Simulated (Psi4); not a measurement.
Psi4 input (wB97X-D/6-31G*):

```
memory 1500 MB

molecule {
-1 1
N     0.24931200    1.76831000   -0.05892700
Si    0.00349400    0.15400600    0.01799700
N     1.04827200   -0.65329700   -1.16818500
N    -1.66688700   -0.42170800   -0.13148300
F     0.39723000   -0.73224600    1.37126800
H    -0.43319800    2.35199600    0.41303800
H     1.68177600   -1.32491200   -0.75264700
H     1.60272700    0.04324200   -1.65070900
H    -2.12146100   -0.05870900   -0.95938200
H    -1.76871400   -1.43062900   -0.13350400
symmetry c1
no_reorient
no_com
}

set {
  basis 6-31G*
  reference rks
  scf_type pk
  dft_radial_points 99
  dft_spherical_points 590
  e_convergence 1e-8
  d_convergence 1e-7
  maxiter 150
}

e = energy('wb97x-d')
print_out(f'\nFINAL {e:.10f} DIPOLE {variable("CURRENT DIPOLE")[0]:.6f} {variable("CURRENT DIPOLE")[1]:.6f} {variable("CURRENT DIPOLE")[2]:.6f}\n')
```

Output:

```
   => Loading Basis Set <=

    Name: 6-31G*
    Role: ORBITAL
    Keyword: BASIS
    atoms 1, 3-4 entry N          line   128 file 6-31gs.gbs
    atoms 2      entry SI         line   268 file 6-31gs.gbs
    atoms 5      entry F          line   162 file 6-31gs.gbs
    atoms 6-10   entry H          line    44 file 6-31gs.gbs

   => WB97X-D: Empirical Dispersion <=

    Chai and Head-Gordon Dispersion Correction
    Chai, J.-D.; Head-Gordon, M. (2010), J. Chem. Phys., 132: 6615-6620

        s6 =       1.000000

         ---------------------------------------------------------
                                   SCF
               by Justin Turney, Rob Parrish, Andy Simmonett
                          and Daniel G. A. Smith
                              RKS Reference
         ---------------------------------------------------------

  ==> Geometry <==

    Molecular point group: c1
    Full point group: C1

    Geometry (in Angstrom), charge = -1, multiplicity = 1:

       Center              X                  Y                   Z               Mass
    ------------   -----------------  -----------------  -----------------  -----------------
         N            0.249312000000     1.768310000000    -0.058927000000    14.003074004430
         SI           0.003494000000     0.154006000000     0.017997000000    27.976926534650
         N            1.048272000000    -0.653297000000    -1.168185000000    14.003074004430
         N           -1.666887000000    -0.421708000000    -0.131483000000    14.003074004430
         F            0.397230000000    -0.732246000000     1.371268000000    18.998403162730
         H           -0.433198000000     2.351996000000     0.413038000000     1.007825032230
         H            1.681776000000    -1.324912000000    -0.752647000000     1.007825032230
         H            1.602727000000     0.043242000000    -1.650709000000     1.007825032230
         H           -2.121461000000    -0.058709000000    -0.959382000000     1.007825032230
         H           -1.768714000000    -1.430629000000    -0.133504000000     1.007825032230

  Running in c1 symmetry.

  Rotational constants: A =      0.13327  B =      0.12765  C =      0.11346 [cm^-1]
  Rotational constants: A =   3995.33357  B =   3826.81832  C =   3401.51916 [MHz]
  Nuclear repulsion =  249.521548625670931

  Charge       = -1
  Multiplicity = 1
  Electrons    = 50
  Nalpha       = 25
  Nbeta        = 25

  ==> Algorithm <==

  SCF Algorithm Type is PK.
  DIIS enabled.
  MOM disabled.
  Fractional occupation disabled.
  Guess Type is SAD.
  Energy threshold   = 1.00e-08
  Density threshold  = 1.00e-07
  Integral threshold = 1.00e-12

  ==> Primary Basis <==

  Basis Set: 6-31G*
    Blend: 6-31G*
    Number of shells: 42
    Number of basis functions: 89
    Number of Cartesian functions: 89
    Spherical Harmonics?: false
    Max angular momentum: 2

  ==> DFT Potential <==

   => LibXC <=

    Version 7.1.2
    S. Lehtola, C. Steigemann, M. J. T. Oliveira, and M. A. L. Marques,  SoftwareX 7, 1–5 (2018) (10.1016/j.softx.2017.11.002)

   => Composite Functional: WB97X-D <=

    wB97X-D Hyb-GGA Exchange-Correlation Functional

    J.-D. Chai and M. Head-Gordon,  Phys. Chem. Chem. Phys. 10, 6615–6620 (2008) (10.1039/B810189B)

    Deriv               =              1
    GGA                 =           TRUE
    Meta                =          FALSE

    Exchange Hybrid     =           TRUE
    MP2 Hybrid          =          FALSE

   => Exchange-Correlation Functionals <=

    1.0000   wB97X-D range-separated functional

   => Exact (HF) Exchange <=

    0.7780            HF,LR [omega = 0.2000]
    0.2220               HF

   => LibXC Density Thresholds  <==

    XC_HYB_GGA_XC_WB97X_D:  1.00E-14

   => Molecular Quadrature <=

    Radial Scheme          =       TREUTLER
    Pruning Scheme         =           NONE
    Nuclear Scheme         =       TREUTLER

    Blocking Scheme        =         OCTREE
    BS radius alpha        =              1
    Pruning alpha          =              1
    Radial Points          =             99
    Spherical Points       =            590
    Total Points           =         554133
    Total Blocks           =           3901
    Max Points             =            256
    Max Functions          =             87
    Weights Tolerance      =       1.00E-15

  ==> Integral Setup <==

  Using in-core PK algorithm.
   Calculation information:
      Number of atoms:                  10
      Number of AO shells:              42
      Number of primitives:            107
      Number of atomic orbitals:        89
      Number of basis functions:        89

      Integral cutoff                 1.00e-12
      Number of threads:                 1

  Performing in-core PK
  Using 24066045 doubles for integral storage.
  We computed 378531 shell quartets total.
  Whereas there are 408156 unique shell quartets.

  Computing range-separated integrals for PK
  We computed 378531 wK shell quartets total.
  Whereas there are 408156 wK unique shell quartets.

  ==> DiskJK: Disk-Based J/K Matrices <==

    J tasked:                  Yes
    K tasked:                  Yes
    wK tasked:                 Yes
    Omega:               2.000E-01
    Schwarz Cutoff:          1E-12


  Cached 50.0% of DFT collocation blocks in 0.557 [GiB].

  Minimum eigenvalue in the overlap matrix is 6.3700225066E-03.
  Reciprocal condition number of the overlap matrix is 1.0044257537E-03.
    Using symmetric orthogonalization.

  ==> Pre-Iterations <==

  SCF Guess: Superposition of Atomic Densities via on-the-fly atomic UHF (no occupation information).

   -------------------------
    Irrep   Nso     Nmo
   -------------------------
     A         89      89
   -------------------------
    Total      89      89
   -------------------------

  ==> Iterations <==

                        Total Energy        Delta E     RMS |[F,P]|

   @RKS iter SAD:  -555.53486076726779   -5.55535e+02   0.00000e+00
   @RKS iter   1:  -556.05799348066012   -5.23133e-01   1.28144e-02 ADIIS/DIIS
   @RKS iter   2:  -556.08313754445851   -2.51441e-02   1.24659e-02 ADIIS/DIIS
   @RKS iter   3:  -556.61617437657571   -5.33037e-01   1.30211e-03 ADIIS/DIIS
   @RKS iter   4:  -556.62143706768620   -5.26269e-03   5.10536e-04 ADIIS/DIIS
   @RKS iter   5:  -556.62231524128561   -8.78174e-04   7.89989e-05 DIIS
   @RKS iter   6:  -556.62234337288282   -2.81316e-05   2.27443e-05 DIIS
   @RKS iter   7:  -556.62234640908548   -3.03620e-06   4.72590e-06 DIIS
   @RKS iter   8:  -556.62234657508952   -1.66004e-07   3.27621e-06 DIIS
   @RKS iter   9:  -556.62234662297817   -4.78886e-08   6.31916e-07 DIIS
   @RKS iter  10:  -556.62234662792787   -4.94970e-09   1.42998e-07 DIIS
   @RKS iter  11:  -556.62234662828473   -3.56863e-10   5.63362e-08 DIIS
  Energy and wave function converged.

  ==> Post-Iterations <==

   Electrons on quadrature grid:
      Ntotal   =   49.9999988361 ; deviation = -1.164e-06

    Orbital Energies [Eh]
    ---------------------

    Doubly Occupied:

       1A    -66.083324     2A    -24.573834     3A    -14.228000
       4A    -14.224204     5A    -14.137096     6A     -5.186369
       7A     -3.533452     8A     -3.531740     9A     -3.529301
      10A     -1.034939    11A     -0.749697    12A     -0.732897
      13A     -0.623220    14A     -0.398699    15A     -0.375568
      16A     -0.366362    17A     -0.309672    18A     -0.307222
      19A     -0.275995    20A     -0.246519    21A     -0.241118
      22A     -0.159176    23A     -0.134863    24A     -0.090568
      25A     -0.063963

    Virtual:

      26A      0.320213    27A      0.360654    28A      0.390985
      29A      0.400959    30A      0.412540    31A      0.423167
      32A      0.460970    33A      0.473159    34A      0.516710
      35A      0.579454    36A      0.608835    37A      0.652681
      38A      0.712277    39A      0.830320    40A      0.906546
      41A      0.945043    42A      0.974711    43A      0.993918
      44A      1.109758    45A      1.153862    46A      1.156601
      47A      1.172594    48A      1.177930    49A      1.201896
      50A      1.219201    51A      1.229414    52A      1.252272
      53A      1.262187    54A      1.273202    55A      1.286238
      56A      1.300743    57A      1.432138    58A      1.440285
      59A      1.502518    60A      1.538611    61A      1.632157
      62A      1.656429    63A      1.695601    64A      1.960222
      65A      1.992469    66A      2.007752    67A      2.037790
      68A      2.089602    69A      2.117474    70A      2.157888
      71A      2.175926    72A      2.258468    73A      2.269902
      74A      2.317090    75A      2.347713    76A      2.405669
      77A      2.467742    78A      2.586771    79A      2.674769
      80A      2.697065    81A      2.741402    82A      2.751309
      83A      2.855383    84A      3.132215    85A      3.351785
      86A      3.973203    87A      4.043044    88A      4.081990
      89A      4.540391

    Final Occupation by Irrep:
              A
    DOCC [    25 ]
    NA   [    25 ]
    NB   [    25 ]

  @RKS Final Energy:  -556.62234662828473

   => Energetics <=

    Nuclear Repulsion Energy =            249.5215486256709312
    One-Electron Energy =               -1275.7613468996103165
    Two-Electron Energy =                 508.0714481565094047
    DFT Exchange-Correlation Energy =     -38.4508626228316643
    Empirical Dispersion Energy =          -0.0031338880230839
    VV10 Nonlocal Energy =                  0.0000000000000000
    Total Energy =                       -556.6223466282847312

Computation Completed

Properties will be evaluated at   0.000000,   0.000000,   0.000000 [a0]

Properties computed using the SCF density matrix

 Multipole Moments:

 ------------------------------------------------------------------------------------
     Multipole            Electronic (a.u.)      Nuclear  (a.u.)        Total (a.u.)
 ------------------------------------------------------------------------------------

 L = 1.  Multiply by 2.5417464519 to convert [e a0] to [Debye]
 Dipole X            :         -0.2469605           -0.0000094           -0.2469699
 Dipole Y            :         -1.3171755           -0.0000132           -1.3171887
 Dipole Z            :         -0.3233827            0.0000019           -0.3233808
 Magnitude           :                                                    1.3786063

 ------------------------------------------------------------------------------------

FINAL -556.6223466283 DIPOLE -0.246970 -1.317189 -0.323381

*** Psi4 exiting successfully. Buy a developer a beer!
```

The dipole moment of an ion depends on the origin.

The geometry given is a B3LYP-D3(BJ)/def2-TZVP minimum.
